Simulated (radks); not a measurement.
Results of a calculation; reference values are marked as such.
The hafnium ion Hf52+, configuration [Ar] 3d2. Level of theory: non-relativistic Kohn-Sham, LB94 model potential, spin-polarised, spherical densities, point nucleus; open shells are filled with parallel spins first (spin-orbit coupling, left out, can overturn this in heavy ions); relativity is left out, which matters for an element this heavy (a radial shooting solver on a logarithmic mesh with Libxc functionals).

Unscreened Slater integrals over Kohn-Sham orbitals (eV). They are taken over the spin-up orbitals. Empty in this configuration: 4s.

integral,value
"F0(3d,3d)",141.80
"F2(3d,3d)",73.652
"F4(3d,3d)",47.726
"F0(3d,3p)",128.97
"F2(3d,3p)",61.485
"G1(3d,3p)",62.914
"G3(3d,3p)",42.813
"F0(3d,3s)",124.48
"G2(3d,3s)",44.453
"F0(3d,2p)",178.39
"F2(3d,2p)",56.826
"G1(3d,2p)",54.412
"G3(3d,2p)",31.525
"F0(3d,4s)",77.733
"G2(3d,4s)",7.1464
"F0(3p,3p)",121.52
"F2(3p,3p)",61.248
"F0(3p,3s)",117.81
"G1(3p,3s)",75.050
"F0(3p,2p)",160.30
"F2(3p,2p)",41.271
"G0(3p,2p)",16.041
"G2(3p,2p)",17.877
"F0(3p,4s)",75.708
"G1(3p,4s)",8.0904
"F0(3s,3s)",114.82
"F0(3s,2p)",150.53
"G1(3s,2p)",15.434
"F0(3s,4s)",74.803
"G0(3s,4s)",6.0856
"F0(2p,2p)",331.85
"F2(2p,2p)",159.20
"F0(2p,4s)",86.783
"G1(2p,4s)",4.9902
"F0(4s,4s)",61.574

Derived for the open shells (J is the average intra-shell exchange parameter used in DFT+U). 3d: Racah B = F2/49 - 5 F4/441 = 0.9620 eV, C = 35 F4/441 = 3.788 eV, C/B = 3.94, F4/F2 = 0.648, J = (F2 + F4)/14 = 8.670 eV.
